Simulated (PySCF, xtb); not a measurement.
F2HOS, SMILES [OH+]=S(F)F, charge +1.

GFN2-xTB in xtb at its own geometry gives an orbital gap of 7.54 eV.

Geometry: B3LYP-D3(BJ)/def2-SVP. The isomer is the one that the SMILES or the coordinates give; other isomers of the formula were not compared.

What does PySCF with PBE/def2-TZVPD give? (An estimate is asked for; the answer gives what the named calculation found.)

gap 7.06 eV (levels -16.74 and -9.68 eV).
